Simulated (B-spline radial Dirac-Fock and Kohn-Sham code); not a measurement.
What relativity does to the binding energies of Ga⁴⁺

System: the Ga⁴⁺ ion in the configuration [Ar] 3d9.

Both columns are ΔSCF binding energies of the configuration average from an atomic code on a B-spline grid: non-relativistic Hartree-Fock with a point nucleus, and Dirac-Fock with a finite nucleus and the Coulomb interaction alone, averaged over the two j levels with weights 2j+1.

| shell | Hartree-Fock (eV) | Dirac-Fock (eV) | shift (eV) | shift (%) |
| --- | --- | --- | --- | --- |
| 1s | 10323.3 | 10461.2 | +137.85 | +1.34 |
| 2s | 1349.7 | 1380.3 | +30.63 | +2.27 |
| 2p | 1193.5 | 1200.4 | +6.95 | +0.58 |
| 3s | 227.2 | 232.4 | +5.20 | +2.29 |
| 3p | 175.1 | 176.4 | +1.32 | +0.75 |
| 3d | 86.44 | 85.86 | -0.58 | -0.67 |

Relativity binds 1s, 2s, 2p, 3s, 3p more strongly, among those listed most of all 3s in relative terms, and 3d more weakly, because the contracted s and p shells screen the nucleus better.

Values without a named source are computed, but for edge energies of neutral atoms, which are taken from tables.
